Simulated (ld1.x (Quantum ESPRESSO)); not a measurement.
**Which setting gave this result? (Ba, TM)**

Base potential:

```json
{"Element": "barium (Ba)", "Generator": "ld1.x (Quantum ESPRESSO) 7.5", "Type": "norm-conserving Troullier–Martins (Kleinman–Bylander form)", "Functional": "Wu–Cohen", "Relativity": "scalar-relativistic", "Frozen core": "[Kr] 4d10", "Valence charge": "10", "Reference configuration": "5s2 5p6 5d0 6s1.5 6p0 (charge +0.5)", "Partial waves": "5s (bound): rc 2.60 bohr; 5d (bound, empty): rc 2.35 bohr; 5p (bound): rc 2.30 bohr", "Local potential": "the p channel", "Core correction": "none"}
```

Occupied shells without a wave of their own: 6s. They enter only through the test configuration that unscreens the potential.

Cutoffs, loose and tight: the cutoffs (Ry, on a coarse ladder) from which the occupation-weighted sum of valence levels, in a spherical-Bessel basis at the reference potential, stays within 10 and 1 mRy of its value at 400 Ry. They do not see the model core or the augmentation charge, which bear on the density cutoff. Test errors are all-electron minus pseudo excitation energies from the reference, over the configurations 5s2 5p6 5d0 6s2 6p0; 5s2 5p6 5d0 6s1 6p0; 5s2 5p6 5d0 6s0 6p0; 5s1 5p6 5d0 6s2 6p0; 5s2 5p6 5d1 6s0 6p0; 5s2 5p6 5d1 6s1 6p0; 5s2 5p6 5d0.5 6s1.5 6p0; variants that change the core or the reference have their own tests.

Only the scale of all radii (base = 1) is moved:

```json
{"scale of all radii (base = 1)": "0.76", "cutoff, loose": "40 Ry", "cutoff, tight": "70 Ry", "bound ghosts": "none", "largest test error (meV)": "-303"}
{"scale of all radii (base = 1)": "0.93", "cutoff, loose": "30 Ry", "cutoff, tight": "45 Ry", "bound ghosts": "none", "largest test error (meV)": "-918"}
{"scale of all radii (base = 1)": "1.04", "cutoff, loose": "21 Ry", "cutoff, tight": "35 Ry", "bound ghosts": "none", "largest test error (meV)": "+2419"}
{"scale of all radii (base = 1)": "1.13", "cutoff, loose": "18 Ry", "cutoff, tight": "25 Ry", "bound ghosts": "none", "largest test error (meV)": "-435"}
{"scale of all radii (base = 1)": "1.18", "cutoff, loose": "15 Ry", "cutoff, tight": "21 Ry", "bound ghosts": "none", "largest test error (meV)": "-1029"}
{"scale of all radii (base = 1)": "1.3", "cutoff, loose": "10 Ry", "cutoff, tight": "18 Ry", "bound ghosts": "none", "largest test error (meV)": "-1937"}
{"scale of all radii (base = 1)": "1.39", "cutoff, loose": "10 Ry", "cutoff, tight": "15 Ry", "bound ghosts": "none", "largest test error (meV)": "-2269"}
```

Q: One more run gave cutoff, loose: 35 Ry; cutoff, tight: 50 Ry; bound ghosts: none; largest test error (meV): -497. Which value of the scale of all radii (base = 1) was used?

A: 0.86. The tight cutoff moves one way along this sweep, from 70 Ry at 0.76 to 15 Ry at 1.39, which places the run between 0.76 and 0.93.
